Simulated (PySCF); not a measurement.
Computed vibrations of [LuBr2]+

[LuBr2]+ (singlet in the valence; each metal's 4f electrons, 14 of them, lie in its core potential, out of spins and levels). PySCF 2.14.0, RKS PBE0, Lu lcecp-1-SVP with ECP60, Br def2-SVP; non-relativistic Hamiltonian with scalar-relativistic core potentials where named; density fitting; no spin-orbit coupling. Central differences of gradients.

```xyz
3

Lu    0.0000    0.0000   -0.6333
Br    2.0799    0.0000    0.7019
Br   -2.0799    0.0000    0.7019
```

Run from Python with OMP_NUM_THREADS=2. Where DIIS fails, smearing, a level shift and second-order steps follow.
It took 31 s on 2 threads of Arm Neoverse V1, with other jobs on the host.

(1) What are the harmonic wavenumbers and infrared intensities?

(2) Is this a minimum?

An lcecp potential fixes the number of 4f electrons, so in runs with it no electron can move into or out of that shell.

Results:

(1) Modes are labelled in C2v; negative numbers are unstable modes, those under 60 cm⁻¹ near the noise; a finer grid moves soft modes by up to 10 cm⁻¹.
```json
{"cm⁻¹": "51", "km/mol": "3.1", "symmetry": "a1"}
{"cm⁻¹": "260", "km/mol": "10.3", "symmetry": "a1"}
{"cm⁻¹": "278", "km/mol": "56.4", "symmetry": "b2"}
```

(2) Yes, within the noise of the softest modes. Ideal gas at 298.15 K and 1 bar: S = 333.4 J/(mol K), Cp = 56.0 J/(mol K), H − H(0 K) = 14.5 kJ/mol (rigid rotor, harmonic modes, spin degeneracy alone, that of the 4f electrons in the core included; the modes under 60 cm⁻¹ make these uncertain).
